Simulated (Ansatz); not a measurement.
## Nudged elastic band run: C₂H₇BOSi

input.yaml

```yaml
crystal:
  periodic: [false, false, false]
  atoms:
    - { symbol: O, position_ang: [-1.320703, 0.299044, 1.532319] }
    - { symbol: C, position_ang: [-0.104902, 0.264056, 0.81287] }
    - { symbol: C, position_ang: [0.195299, -1.148202, 0.260846] }
    - { symbol: B, position_ang: [0.906016, -0.827126, -1.101715] }
    - { symbol: Si, position_ang: [0.102847, 1.03632, -0.969525] }
    - { symbol: H, position_ang: [-1.507271, 1.215248, 1.77314] }
    - { symbol: H, position_ang: [0.750791, 0.579143, 1.448127] }
    - { symbol: H, position_ang: [-0.773389, -1.547964, -0.133725] }
    - { symbol: H, position_ang: [0.561814, -1.90759, 0.972798] }
    - { symbol: H, position_ang: [1.603274, -1.526991, -1.7874] }
    - { symbol: H, position_ang: [-1.212677, 1.198939, -1.663022] }
    - { symbol: H, position_ang: [0.8759, 2.309926, -1.110513] }
basis:
  gaussian: { orbitals: def2-SVP }
hamiltonian:
  xc: b3lyp
  dispersion: d4
neb:
  order_check: false
  images: 9
  f_tol: 0.05
  max_iterations: 38
  initial_path: idpp
  final_atoms:
    - { symbol: O, position_ang: [-1.04698474, 0.59607015, 1.7561449] }
    - { symbol: C, position_ang: [0.01160572, 0.33912559, 0.86489318] }
    - { symbol: C, position_ang: [0.15526197, -1.1068583, 0.29844876] }
    - { symbol: B, position_ang: [0.8501142, -0.82195247, -1.0855778] }
    - { symbol: Si, position_ang: [0.165628, 1.0866919, -0.92757293] }
    - { symbol: H, position_ang: [-1.87374799, 0.57922947, 1.25725188] }
    - { symbol: H, position_ang: [0.93745803, 0.58016869, 1.41645229] }
    - { symbol: H, position_ang: [-0.85017971, -1.45070443, -0.05154196] }
    - { symbol: H, position_ang: [0.51058488, -1.88862475, 0.99219825] }
    - { symbol: H, position_ang: [1.49004596, -1.55545911, -1.79080261] }
    - { symbol: H, position_ang: [-1.20013509, 1.23702059, -1.52927204] }
    - { symbol: H, position_ang: [0.92734776, 2.35009568, -1.16642192] }
```

Launched with:

```bash
$ ansatz run input.yaml --threads 2 --pin off --max-ram 3072MiB --backend cpu --events-out ev --progress --plain --runs-dir out
```

Output, in part (warnings, iteration lines, the closing report on the highest movable image, with atoms numbered from 0):

```
NEB end point (image 0): max|allowed force component| = 8.874e-3 eV/Å (the criterion of neb.relax_end_points is 1.000e-2)
NEB end point (image 10): max|allowed force component| = 6.773e-3 eV/Å (the criterion of neb.relax_end_points is 1.000e-2)
NEB iter   1: max|band force component| = 6.471e-1 eV/Å  barrier→ = 0.0818 eV  barrier← = 0.0875 eV  Δτ_max = 0.1017 Å  (286 SCF iters)
NEB iter   2: max|band force component| = 1.849e-1 eV/Å  barrier→ = 0.0398 eV  barrier← = 0.0455 eV  CI = image 5  Δτ_max = 0.0349 Å  (257 SCF iters)
NEB iter   3: max|band force component| = 8.509e-2 eV/Å  barrier→ = 0.0360 eV  barrier← = 0.0417 eV  CI = image 5  Δτ_max = 0.0239 Å  (260 SCF iters)
NEB iter   4: max|band force component| = 3.986e-2 eV/Å  barrier→ = 0.0350 eV  barrier← = 0.0407 eV  CI = image 5  Δτ_max = 0.0000 Å  (496 SCF iters)
Total energy: -12781.99335873 eV, -469.7295919872 hartree
Atom 0 at    -1.178892     0.361727     1.693365 Å, force    -0.020124    -0.003139     0.040260 eV/Å
Atom 1 at    -0.040480     0.245677     0.866214 Å, force     0.025126     0.016765    -0.023889 eV/Å
Atom 2 at     0.171357    -1.161807     0.241228 Å, force    -0.005408    -0.004880    -0.010678 eV/Å
Atom 3 at     0.878958    -0.805941    -1.114229 Å, force    -0.013616    -0.003442    -0.017655 eV/Å
Atom 4 at     0.152191     1.077788    -0.880081 Å, force     0.008534    -0.001859     0.011353 eV/Å
Atom 5 at    -1.750616     1.058082     1.353175 Å, force     0.007969    -0.001167    -0.014949 eV/Å
Atom 6 at     0.866687     0.490183     1.456621 Å, force    -0.011434     0.000173     0.012505 eV/Å
Atom 7 at    -0.822125    -1.507064    -0.140659 Å, force     0.002722    -0.000414     0.005087 eV/Å
Atom 8 at     0.527905    -1.964550     0.909452 Å, force     0.002404    -0.002667     0.001965 eV/Å
Atom 9 at     1.540495    -1.488519    -1.850147 Å, force     0.004850     0.000567     0.003165 eV/Å
Atom 10 at    -1.193754     1.286654    -1.507353 Å, force     0.003097    -0.002592    -0.004921 eV/Å
Atom 11 at     0.925272     2.352573    -0.993387 Å, force    -0.004118     0.002655    -0.002243 eV/Å
Dipole moment:    -0.006919     0.074151    -0.167779 e Å
```

The forces met the threshold. A vibrational analysis at the climbing image gives one clearly imaginary mode, 276i cm⁻¹: a first-order saddle point.

Final band (atoms are numbered from 1 in the order of the input):

```
image  path coordinate (Å)  energy (eV)  dihedral H6–O1–C2–Si5 (°)
    0                 0.00        0.000                        -68
    1                 0.13        0.003                        -60
    2                 0.26        0.011                        -49
    3                 0.39        0.022                        -38
    4                 0.53        0.032                        -25
    5                 0.66        0.035                        -12
    6                 0.78        0.030                          0
    7                 0.91        0.018                         13
    8                 1.04        0.006                         24
    9                 1.17       -0.003                         34
   10                 1.30       -0.006                         42
```

Run time: 2.1 min on 2 threads of Arm Neoverse V2, with other jobs on the host, peak memory 0.25 GiB.
